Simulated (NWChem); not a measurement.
Everything below was run with NWChem. System: H3FHf, charge 0, spin multiplicity 1, at a geometry optimised with B3LYP/def2-SVP with def2 effective core potentials on Hf. The structure started from a generated list of species. Level: G0W0@PBE0/def2-TZVP with def2 effective core potentials on Hf, RI basis def2-tzvp-rifit, no spin-orbit coupling.

The NWChem input:

```
start mol
memory heap 200 mb stack 700 mb global 1700 mb
geometry units angstroms nocenter noautoz
  Hf     0.177673    -0.035272     0.000000
  F     -1.681835     0.333890     0.000000
  H      0.951397     0.701450     1.512636
  H      0.951397     0.701450    -1.512636
  H      0.441256    -1.868313     0.000000
  symmetry group Cs
end
basis spherical
  * library def2-tzvp
end
ecp
  Hf library def2-ecp
end
basis "ri basis" bse spherical
  * library def2-tzvp-rifit
end
dft
  xc pbe0
  iterations 100
  direct
  tolerances tight
end
task dft energy
gw
  states alpha occ 4 vir 2
end
task dft gw
```

Part of the output:

```
             Northwest Computational Chemistry Package (NWChem) 7.3.0
             --------------------------------------------------------

                                NWChem Input Module
                                -------------------

 Scaling coordinates for geometry "geometry" by  1.889725989
 (inverse scale =  0.529177249)

 Turning off AUTOSYM since
 SYMMETRY directive was detected!

                             Geometry "geometry" -> ""
                             -------------------------

 Output coordinates in angstroms (scale by  1.889725989 to convert to a.u.)

  No.       Tag          Charge          X              Y              Z
 ---- ---------------- ---------- -------------- -------------- --------------
    1 Hf                  72.0000     0.17767300    -0.03527200     0.00000000
    2 F                    9.0000    -1.68183500     0.33389000     0.00000000
    3 H                    1.0000     0.95139700     0.70145000     1.51263600
    4 H                    1.0000     0.95139700     0.70145000    -1.51263600
    5 H                    1.0000     0.44125600    -1.86831300     0.00000000

 Effective nuclear repulsion energy (a.u.)     247.7949243844

            Nuclear Dipole moment (a.u.)
            ----------------------------
        X                 Y               Z
 ---------------- ---------------- ----------------
    -0.0000170075     0.0000245664     0.0000000000

      Symmetry information
      --------------------

 Group name             Cs
 Group number              2
 Group order               2
 No. of unique centers     4

      Symmetry unique atoms

     1    2    3    5


 Summary of "ao basis" -> "" (spherical)
 ------------------------------------------------------------------------------
       Tag                 Description            Shells   Functions and Types
 ---------------- ------------------------------  ------  ---------------------
 *                         def2-tzvp                  on all atoms

 Summary of "ri basis" -> "" (spherical)
 ------------------------------------------------------------------------------
       Tag                 Description            Shells   Functions and Types
 ---------------- ------------------------------  ------  ---------------------
 *                      def2-tzvp-rifit               on all atoms

                                 NWChem DFT Module
                                 -----------------

 Summary of "ao basis" -> "ao basis" (spherical)
 ------------------------------------------------------------------------------
       Tag                 Description            Shells   Functions and Types
 ---------------- ------------------------------  ------  ---------------------
 Hf                        def2-tzvp                14       40   6s4p3d1f
 F                         def2-tzvp                11       31   5s3p2d1f
 H                         def2-tzvp                 4        6   3s1p

 Summary of "ao basis" -> "ao basis" (spherical)
 ------------------------------------------------------------------------------
       Tag                 Description            Shells   Functions and Types
 ---------------- ------------------------------  ------  ---------------------
 Hf                        def2-tzvp                14       40   6s4p3d1f
 F                         def2-tzvp                11       31   5s3p2d1f
 H                         def2-tzvp                 4        6   3s1p

      Symmetry analysis of basis
[...]
    73      0.243585  3 H  s                 79     -0.243585  4 H  s
    12     -0.184761  1 Hf pz                20      0.180064  1 Hf d -1
    22     -0.174779  1 Hf d  1              74      0.169278  3 H  s
    80     -0.169278  4 H  s                 25      0.146037  1 Hf d -1
    27     -0.142370  1 Hf d  1              72      0.131563  3 H  s

 Vector   13  Occ=0.000000D+00  E=-7.273889D-02  Symmetry=a'
              MO Center=  4.4D-01,  1.9D-01, -1.7D-08, r^2= 2.5D+00
   Bfn.  Coefficient  Atom+Function         Bfn.  Coefficient  Atom+Function
  ----- ------------  ---------------      ----- ------------  ---------------
    21     -0.339823  1 Hf d  0              19      0.333706  1 Hf d -2
    26     -0.270764  1 Hf d  0              24      0.268839  1 Hf d -2
    17      0.262028  1 Hf py                31     -0.211876  1 Hf d  0
    29      0.209053  1 Hf d -2              11     -0.085393  1 Hf py
    23     -0.074373  1 Hf d  2              53      0.072247  2 F  py

 Vector   14  Occ=0.000000D+00  E=-7.273875D-02  Symmetry=a"
              MO Center=  3.4D-01, -3.5D-01,  1.7D-08, r^2= 2.5D+00
   Bfn.  Coefficient  Atom+Function         Bfn.  Coefficient  Atom+Function
  ----- ------------  ---------------      ----- ------------  ---------------
    20      0.439412  1 Hf d -1              25      0.350739  1 Hf d -1
    30      0.274177  1 Hf d -1              18     -0.267140  1 Hf pz
    22      0.198209  1 Hf d  1              27      0.161057  1 Hf d  1
    32      0.124636  1 Hf d  1              12      0.087057  1 Hf pz
    54     -0.073655  2 F  pz                48     -0.065353  2 F  pz

 Vector   15  Occ=0.000000D+00  E=-4.372665D-02  Symmetry=a'
              MO Center=  9.8D-01, -2.0D-01, -8.5D-14, r^2= 3.3D+00
   Bfn.  Coefficient  Atom+Function         Bfn.  Coefficient  Atom+Function
  ----- ------------  ---------------      ----- ------------  ---------------
    16      0.612812  1 Hf px                23      0.288570  1 Hf d  2
    33      0.229014  1 Hf d  2              28      0.216220  1 Hf d  2
     5     -0.213966  1 Hf s                 10     -0.205907  1 Hf px
     6      0.186321  1 Hf s                 21     -0.180276  1 Hf d  0
    31     -0.143071  1 Hf d  0              26     -0.135077  1 Hf d  0

 center of mass
 --------------
 x =   0.02228637 y =  -0.00442342 z =   0.00000000

 moments of inertia (a.u.)
 ------------------
          40.932870799808          40.268526635069           0.000000000000
          40.268526635069         235.773635065486           0.000000000000
           0.000000000000           0.000000000000         243.767411496788

     Multipole analysis of the density
     ---------------------------------

     L   x y z        total         alpha         beta         nuclear
     -   - - -        -----         -----         ----         -------
     0   0 0 0     -0.000000    -12.000000    -12.000000     24.000000

     1   1 0 0      0.226748     10.185981     10.185981    -20.145214
     1   0 1 0     -0.044979     -2.022134     -2.022134      3.999289
     1   0 0 1      0.000000      0.000000      0.000000      0.000000

     2   2 0 0    -25.456404    -62.439118    -62.439118     99.421832
     2   1 1 0      0.062957      8.278536      8.278536    -16.494114
     2   1 0 1     -0.000000     -0.000000     -0.000000      0.000000
     2   0 2 0    -25.152311    -22.383958    -22.383958     19.615606
     2   0 1 1      0.000000      0.000000      0.000000      0.000000
     2   0 0 2    -25.140067    -20.740870    -20.740870     16.341674

 Task  times  cpu:        4.3s     wall:        4.3s

                                NWChem Input Module
                                -------------------

                                 NWChem GW Module
                                 ----------------

                             ***********************
                             ***        GW       ***
                             ***********************

 Summary of "ri basis" -> "ri basis" (spherical)
 ------------------------------------------------------------------------------
       Tag                 Description            Shells   Functions and Types
 ---------------- ------------------------------  ------  ---------------------
 Hf                     def2-tzvp-rifit             33      151   8s8p7d5f3g2h
 F                      def2-tzvp-rifit             22       76   8s6p4d3f1g
 H                      def2-tzvp-rifit              7       15   4s2p1d

                 Memory Information
                 ------------------
          Available GA per process is          1699.9 MBs
          Available stack per process is        700.0 MBs
          Available heap per process is           0.1 MBs

          Peak memory in Initialization
              Peak GA per process is                  3.2 MBs
              Peak stack per process is               0.1 MBs
              Peak heap per process is                3.5 MBs
              Memory not in MA per process            0.0 MBs

          Peak memory in AFF Calculation
              Peak GA per process is                 11.0 MBs
              Peak stack per process is               6.5 MBs
              Peak heap per process is                0.0 MBs
              Memory not in MA per process            6.5 MBs

          Computing 2-center integrals
          Computing Inverse Cholesky factor
          Computing 3-center integrals
          Computing V_xc ...

          Computing Sigma_x
          Computing RPA polarizability
          Solving quasiparticle equations

                  Alpha Orbitals
          State     Energy (eV)     Error (eV)
          -----------------------------------
@GW         9        -14.635           0.005
@GW        10        -11.868           0.005
@GW        11        -10.721           0.005
@GW        12        -10.721           0.005
@GW        13          0.644           0.002
@GW        14          0.644           0.002

   Applying  -2.1617 eV scissor-shift to rest of particle states

   Applying   2.6231 eV scissor-shift to rest of hole states

     GW Timing Statistics
   ------------------------
   Init.   :          0.1s
     ERIs  :          0.4s
     Distr.:          0.0s
     Vxc   :          0.5s
   Sigma_x :          0.0s
   RPA     :          0.1s
   Wmn     :          0.0s
   Sigma_c :          0.0s
   GW total:          1.2s

 Task  times  cpu:        1.2s     wall:        1.2s

 Total times  cpu:        5.5s     wall:        5.5s
```
